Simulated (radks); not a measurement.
Results of a calculation; reference values are marked as such.
Valence configurations of F III (all share [He]). Code: a radial shooting solver on a logarithmic mesh with Libxc functionals. Model: non-relativistic Kohn-Sham, TPSS, spin-polarised, spherical densities, point nucleus; open shells are filled with parallel spins first; meta-GGA in the generalised Kohn-Sham scheme. Energies are relative to 2s2 2p3; eigenvalues in eV for spin up.

valence      E (eV)  moment (Bohr magnetons)    e(2p)    e(2s)
2s2 2p3       0.000                        3  -51.918  -71.348
2s1 2p4      19.470                        3  -51.767  -71.425
2s0.5 2p4.5  32.662                        2  -50.842  -70.396
2p5          44.382                        1  -49.725        -
2s1.5 2p3.5   9.823                        3  -51.854  -71.398

NIST lists [He] 2s2 2p3 as the ground configuration; this level of theory agrees among the configurations tried. The energies are those of spherical high-spin densities, not of single terms.
